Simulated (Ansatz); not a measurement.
**Changing the shape of MnH₂, sextet**

Computed with Ansatz's Gaussian-basis code (development build). Basis def2-SVP, nonrelativistic, 5 orbitals frozen in the corrections; active space CAS(9,8). Restricted Hartree–Fock, then the lowest state-specific CASSCF solution met for each case. A minimal or small basis: far from the basis limit. Single-reference values can break down or jump between states where bonds are stretched. Unlike active orbitals can shift such differences by tenths of an eV, at times by over 1 eV.

Case A:

```xyz
3

H     0.0000    0.0000    1.8360
Mn    0.0000    0.0000    0.0000
H     0.0000    0.0000   -1.8360
```

Case B:

```xyz
3

H     0.0000    0.0000    1.7000
Mn    0.0000    0.0000    0.0000
H     0.0000    0.0000   -1.7000
```

Case C. A bond is stretched, to 1.50 times the sum of the covalent radii.

```xyz
3

H     0.0000    0.0000    2.5500
Mn    0.0000    0.0000    0.0000
H     0.0000    0.0000   -1.7000
```

Case D. A bond is stretched, to 2.00 times the sum of the covalent radii.

```
atom   x (Å)   y (Å)    z (Å)
   H  0.0000  0.0000   3.4000
  Mn  0.0000  0.0000   0.0000
   H  0.0000  0.0000  -1.7000
```

Energy less that of case A, in eV:

```csv
case,RHF/ROHF,CASSCF
B,-0.028,0.000
C,+1.399,+1.089
D,+3.334,+2.237
```

(1) Give the SC-NEVPT2 energies against case A.

(2) Which case is lowest, and do the methods agree?

Results:

(1) B: -0.126 eV; C: +1.207 eV; D: +2.405 eV.

(2) B is lowest in SC-NEVPT2. Of the methods shown, RHF/ROHF agrees.
